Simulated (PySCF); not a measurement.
Molfile (atoms numbered from 1):
```
C5H12N2O
     RDKit          3D

 20 19  0  0  0  0  0  0  0  0999 V2000
    2.2393   -0.8529   -0.7366 C   0  0  0  0  0  0  0  0  0  0  0  0
    1.0314   -0.2137   -0.2790 N   0  0  0  0  0  0  0  0  0  0  0  0
    1.2250    0.8702    0.6536 C   0  0  0  0  0  0  0  0  0  0  0  0
   -0.1250   -0.9768   -0.2985 C   0  0  0  0  0  0  0  0  0  0  0  0
   -0.1079   -2.1792   -0.4928 O   0  0  0  0  0  0  0  0  0  0  0  0
   -1.3010   -0.2782   -0.0837 N   0  0  0  0  0  0  0  0  0  0  0  0
   -2.4909   -1.0588    0.1424 C   0  0  0  0  0  0  0  0  0  0  0  0
   -1.5233    1.0468   -0.6092 C   0  0  0  0  0  0  0  0  0  0  0  0
    2.8022   -1.3206    0.0935 H   0  0  0  0  0  0  0  0  0  0  0  0
    2.8947   -0.1114   -1.2217 H   0  0  0  0  0  0  0  0  0  0  0  0
    1.9844   -1.6416   -1.4536 H   0  0  0  0  0  0  0  0  0  0  0  0
    1.9905    0.5975    1.4035 H   0  0  0  0  0  0  0  0  0  0  0  0
    1.5621    1.7959    0.1541 H   0  0  0  0  0  0  0  0  0  0  0  0
    0.2953    1.0832    1.1940 H   0  0  0  0  0  0  0  0  0  0  0  0
   -3.1591   -0.5299    0.8414 H   0  0  0  0  0  0  0  0  0  0  0  0
   -3.0497   -1.2456   -0.7943 H   0  0  0  0  0  0  0  0  0  0  0  0
   -2.2131   -2.0310    0.5653 H   0  0  0  0  0  0  0  0  0  0  0  0
   -2.2870    1.0177   -1.4084 H   0  0  0  0  0  0  0  0  0  0  0  0
   -1.8780    1.7498    0.1655 H   0  0  0  0  0  0  0  0  0  0  0  0
   -0.6014    1.4457   -1.0484 H   0  0  0  0  0  0  0  0  0  0  0  0
  1  2  1  0
  2  3  1  0
  2  4  1  0
  4  5  2  0
  4  6  1  0
  6  7  1  0
  6  8  1  0
  1  9  1  0
  1 10  1  0
  1 11  1  0
  3 12  1  0
  3 13  1  0
  3 14  1  0
  7 15  1  0
  7 16  1  0
  7 17  1  0
  8 18  1  0
  8 19  1  0
  8 20  1  0
M  END
```

Geometry: PBE0-D3(BJ)/def2-SVP; GIAO shifts from PySCF, gas phase, non-relativistic, averaged over equivalent atoms.

At WP04/pcSseg-1 (196 basis functions, 28 s wall time on 1 thread of an Arm Neoverse V1, shared host):
```
                                         atoms  δ (ppm)
                                            C4    168.3
                                   C1/C3/C7/C8     39.9
                                         N2/N6     85.6
                                            O5    347.2
H9/H10/H11/H12/H13/H14/H15/H16/H17/H18/H19/H20     2.58
```

References, each an isolated molecule treated in the same way: TMS for 13C (σref 172.44), 1H (σref 31.56); 15N (σref 246.90) against NH3; H2O for 17O (σref 317.54).

Problem. What do these become at PBE0/aug-cc-pVDZ?

Solution. 
```tsv
atoms	δ at PBE0/aug-cc-pVDZ	change
C4	161.2	-7.1
C1/C3/C7/C8	36.5	-3.4
N2/N6	75.9	-9.7
O5	319.6	-27.6
H9/H10/H11/H12/H13/H14/H15/H16/H17/H18/H19/H20	2.79	+0.21
```

Shifts are taken against calculated references (same method and geometry level): TMS for 13C (195.12 ppm) and 1H (31.39 ppm); 15N (269.84 ppm) vs NH3; 17O (335.91 ppm) against H2O.

The largest change is at O5 (amide-type carbonyl oxygen). Cost: 292 basis functions, 51 s wall time on 1 thread of an Arm Neoverse V2, shared host.

Unscaled 17O shifts of doubly bonded oxygen tend to come out too high, by tens of ppm or more. Experimental scales use liquid or dissolved standards, which lie at an offset from isolated NH3 (liquid NH3: subtract about 20 ppm) and H2O (liquid H2O: subtract about 36 ppm).
